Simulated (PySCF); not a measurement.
## Electron correlation in Cl (chlorine, neutral)

[Ne] 3s1 3p6, 2S determinant (an excited configuration). Calculation: PySCF 2.14, in x2c-TZVPPall (5s5p3d1f, 42 functions); scalar relativity by spin-free X2C-1e. Frozen: [Ne]; 7 electrons correlated.

| level | correlation energy (mhartree) |
| --- | --- |
| CCSD | -314.81 |
| (T) | -29.73 |
| CCSD(T) | -344.54 |
| CCSDT | -342.96 |

Diagnostics: T1 = 0.019, D1 = 0.0408, largest double amplitude 0.206.

Task: Is a single reference adequate?

Result: Not fully. A double-excitation amplitude exceeds 0.15, a sign of near-degeneracy.
